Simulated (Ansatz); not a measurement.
Species: C₃H₇O, charge 1, multiplicity 1. It need not be the lowest isomer of its formula. 
Structure (B3LYP-D3(BJ)/def2-TZVP (Ansatz, a first-principles code) minimum search):
```
C
H 1 1.0856
H 1 1.0858 2 113.11
C 1 1.4632 2 115.98 3 136.37
C 4 1.3334 1 121.13 2 -141.06
H 5 1.0820 4 121.24 1 177.10
H 4 1.0834 5 121.36 6 0.15
H 5 1.0843 6 116.75 4 178.41
O 1 1.6175 2 99.38 3 -109.90
H 9 0.9760 1 115.01 2 64.36
H 9 0.9760 10 110.40 1 -127.57
```
Charge +1, spin multiplicity 1.

Task: Give the harmonic wavenumbers at B3LYP-D3(BJ)/def2-TZVP (Ansatz, finite differences of forces, unscaled).

Result: 132, 215, 317, 416, 496, 663, 687, 876, 945, 1021, 1060, 1061, 1168, 1238, 1331, 1364, 1459, 1503, 1623, 1684, 3117, 3148, 3180, 3200, 3242, 3615, 3713 cm⁻¹. Zero-point energy 60.7 kcal/mol.

Task: From these and the geometry, give the ideal-gas thermochemistry at 298.15 K and 1 atm (rigid rotor, harmonic oscillator).

Result: Point group C1, rotational symmetry number 1. Rotational constants 20.41, 4.23, 4.065 GHz. S(trans) 38.15, S(rot) 24.33, S(vib) 9.16, S(elec, spin only) 0.00, S 71.6 cal/(mol K). H(298) - H(0) 4.03 kcal/mol; G - E(el) 43.4 kcal/mol.
